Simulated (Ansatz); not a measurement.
`F[SiH2]C[SiH2]Cl` + CH₄ → `C[SiH2]C[SiH2]Cl` + H–F  (formal exchange of groups at the Si–F bond)

Calculated with Ansatz (gas phase, PBE0-D4/def2-TZVP geometries, no zero-point term in ΔE). CCSD(T)/CBS is the MP2 limit (def2-TZVPP, def2-QZVPP) plus CCSD(T) − MP2 in def2-TZVPP, frozen cores. This one scheme is used for every species. DFT in def2-TZVPP. B3LYP here is the variant with VWN-RPA as its local correlation; programs differ in this. One conformer a species, not always the lowest.

```json
{"level": "PBE-D4", "ΔE (kJ/mol)": "129.9", "difference from CCSD(T)/CBS": "-8.0"}
{"level": "ωB97X-V", "ΔE (kJ/mol)": "142.5", "difference from CCSD(T)/CBS": "4.6"}
{"level": "ωB97M-V", "ΔE (kJ/mol)": "141.4", "difference from CCSD(T)/CBS": "3.5"}
{"level": "B2PLYP", "ΔE (kJ/mol)": "148.6", "difference from CCSD(T)/CBS": "10.7"}
{"level": "PBE0", "ΔE (kJ/mol)": "135.3", "difference from CCSD(T)/CBS": "-2.6"}
{"level": "B3LYP", "ΔE (kJ/mol)": "151.7", "difference from CCSD(T)/CBS": "13.8"}
{"level": "MP2/def2-TZVPP", "ΔE (kJ/mol)": "138.1", "difference from CCSD(T)/CBS": "0.2"}
{"level": "CCSD/def2-TZVPP", "ΔE (kJ/mol)": "141.4", "difference from CCSD(T)/CBS": "3.5"}
{"level": "HF/def2-QZVPP", "ΔE (kJ/mol)": "165.6", "difference from CCSD(T)/CBS": "27.7"}
{"level": "MP2/CBS(def2)", "ΔE (kJ/mol)": "137.7", "difference from CCSD(T)/CBS": "-0.2"}
{"level": "CCSD(T)/CBS", "ΔE (kJ/mol)": "137.9", "difference from CCSD(T)/CBS": "0"}
```

Largest T1 diagnostic among the species: 0.010.

In def2-TZVPP, CCSD(T) changes the Hartree–Fock value by −25.4 kJ/mol (the triples alone add −3.1 kJ/mol) and MP2 by −25.6 kJ/mol. The D4 term adds −7.2 kJ/mol with B3LYP and −4.1 kJ/mol with PBE0; it sums over pairs of atoms, weighted by their polarisabilities, and B3LYP, whose exchange is more repulsive, gets the larger term.
